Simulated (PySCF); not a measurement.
Computed IR spectrum (relative IR intensity) of a molecule CH3ClF2OSi. Geometry optimised at PBE-D3(BJ)/def2-SVP. Other conformers were not sampled. These are PBE-D3(BJ)/def2-SVP (PySCF 2.14.0) values and carry that method's errors. Frequencies are harmonic and unscaled.

Lines under 2 % of the strongest are left out, and lines within 2 cm⁻¹ are merged.

```csv
ν (cm⁻¹),relative intensity
78,2.3
216,3.7
263,9.6
283,15
371,44
401,54
507,41
705,47
758,34
881,100
946,85
1053,52
1133,17
1346,22
1394,4.4
2901,19
3019,2.7
3663,22
```

**Question.** Identify the compound among the candidates.
A. OC[Si](F)(F)Cl
B. CO[Si](F)(F)Cl
C. O[Si@H](Cl)C(F)F
D. O[Si@](F)(Cl)CF

**Answer.** A, OC[Si](F)(F)Cl
